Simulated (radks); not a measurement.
The numbers below are computed, except where a source is named.
The silicon anion Si4-, [Ar], held by a Watson sphere: a shell of charge +4 at radius R that stands for the Madelung well of a crystal (potential energy -4/R inside, -4/r outside, in hartree with lengths in bohr). Code: a radial shooting solver on a logarithmic mesh with Libxc functionals. Model: non-relativistic Kohn-Sham, LDA (Slater exchange, Perdew-Wang correlation), spin-polarised, spherical densities, point nucleus. Response by self-consistent Sternheimer equations with the Hartree and adiabatic LDA kernel. The sphere does not respond.

R (bohr)  e(2p) (eV)  e(3s) (eV)  e(3p) (eV)  <r> 3p (bohr)  sum of <r^2> (bohr^2)  X-ray form factor at sin(theta)/lambda = 0.1 1/angstrom  alpha (bohr^3)
1.95         -93.310     -15.569      -8.103          2.365                  51.70                                                   14.891           32.39
2.62         -91.929     -13.053      -6.808          2.726                  66.56                                                   14.236           53.15
3.17         -92.044     -11.441      -5.804          3.029                  80.49                                                   13.724           81.01
3.51         -92.180     -10.651      -5.255          3.217                  89.77                                                   13.435           105.0
3.52         -92.184     -10.630      -5.240          3.223                  90.06                                                   13.427           105.8
3.54         -92.192     -10.588      -5.210          3.234                  90.62                                                   13.411           107.4
3.62         -92.221     -10.426      -5.091          3.279                  92.89                                                   13.347           114.1
3.76         -92.269     -10.160      -4.891          3.358                  96.94                                                   13.239           126.7
4.48         -92.432      -9.111      -4.028          3.769                  119.4                                                   12.755           214.1
